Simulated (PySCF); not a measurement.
B(H)(OMe)(SiH3), SMILES COB[SiH3] (CH7BOSi), B3LYP/def2-SVP optimised geometry.

```
11

B     -0.78     0.88     0.00
H     -1.49     1.26     0.91
O     -0.57     1.80    -0.96
C      0.21     1.64    -2.13
H      0.65     0.64    -2.20
H     -0.43     1.82    -3.01
H      1.02     2.39    -2.12
Si    -0.01    -1.02     0.00
H     -0.46    -1.77     1.21
H      1.49    -1.02     0.00
H     -0.44    -1.80    -1.20
```

Density from B3LYP/def2-TZVP run with PySCF 2.14.0 at that geometry.

Minimum of the electron density along straight lines between bonded atoms, close to the bond critical point (lines longer than 1.1 times the sum of covalent radii, or with two minima, are not listed):

| bond | length / Å | ρ at the minimum / e bohr⁻³ | ∇²ρ there / e bohr⁻⁵ | position (fraction from the first atom) |
|---|---|---|---|---|
| B1–H2 | 1.212 | 0.183 | -0.42 | 0.44 |
| B1–O3 | 1.344 | 0.211 | 1.09 | 0.33 |
| O3–C4 | 1.415 | 0.255 | -0.53 | 0.65 |
| C4–H5 | 1.103 | 0.279 | -0.97 | 0.65 |
| C4–H6 | 1.101 | 0.281 | -0.99 | 0.65 |
| C4–H7 | 1.101 | 0.281 | -0.99 | 0.65 |
| B1–Si8 | 2.053 | 0.110 | -0.10 | 0.61 |
| Si8–H9 | 1.494 | 0.118 | 0.15 | 0.49 |
| Si8–H10 | 1.499 | 0.116 | 0.15 | 0.49 |
| Si8–H11 | 1.499 | 0.116 | 0.15 | 0.49 |
